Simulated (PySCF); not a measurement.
This script is equivalent to a calculation on Cr⁺ (chromium, charge +1).

```python
from pyscf import gto, scf, dft, mp, cc
import basis_set_exchange as bse
mol = gto.M(atom="Cr 0 0 0", charge=1, spin=5, symmetry="D2h",
            basis=gto.basis.parse(bse.get_basis("aug-cc-pVDZ", elements=["Cr"], fmt="nwchem", header=False)))
mf = scf.UHF(mol)
mf.irrep_nelec = {'Ag': (5, 3), 'B1g': (1, 0), 'B2g': (1, 0), 'B3g': (1, 0), 'B1u': (2, 2), 'B2u': (2, 2), 'B3u': (2, 2)}
mf.kernel()
```

(1) What total energy does it give?

(2) Which occupied shell lies highest, and where?

(3) What is ⟨S²⟩, and what would a pure spin state give?

Answers

(1) -1043.13787 hartree (calculated).

(2) 3d α, at -17.581 eV.

(3) 8.750, against 8.75.
